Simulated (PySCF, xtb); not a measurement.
C3H8O2Si, SMILES C1O[SiH2]C[C@H]1O. Other conformers were not sampled.

Harmonic wavenumbers (cm⁻¹) from GFN2-xTB run with xtb at its own minimum, in rising order: 91, 140, 295, 355, 380, 451, 501, 576, 666, 676, 774, 781, 796, 830, 887, 953, 1006, 1056, 1095, 1149, 1174, 1212, 1228, 1299, 1313, 1339, 1461, 1477, 2287, 2333, 2835, 2933, 2971, 2997, 3011, 3549.

Question: What does PBE-D3(BJ)/def2-SVP (PySCF) give at its own minimum? (Estimate from the structure and the level; the computed values follow.)

Answer: 123, 168, 316, 357, 386, 464, 531, 640, 656, 723, 757, 788, 839, 862, 915, 951, 964, 1001, 1065, 1120, 1132, 1187, 1219, 1286, 1323, 1353, 1377, 1426, 2165, 2167, 2902, 2940, 2991, 3018, 3053, 3705. Paired by order, the mean absolute difference is 39 cm⁻¹ and the zero-point energies are 67.0 and 67.0 kcal/mol.
